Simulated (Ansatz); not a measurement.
Species: C$_{3}$H$_{5}$O, SMILES `[CH]1CCO1` (charge 0, multiplicity 2), formula C$_{3}$H$_{5}$O.

Question: How many basis functions does frozen-core CCSD(T)/cc-pVTZ // B3LYP-D3(BJ)/def2-TZVP (Ansatz, a first-principles code) use, how many core orbitals are frozen, and how many electrons are correlated?

Answer: 190 basis functions and 4 frozen orbitals, which leaves 23 correlated electrons. Core time is of the order of minutes.
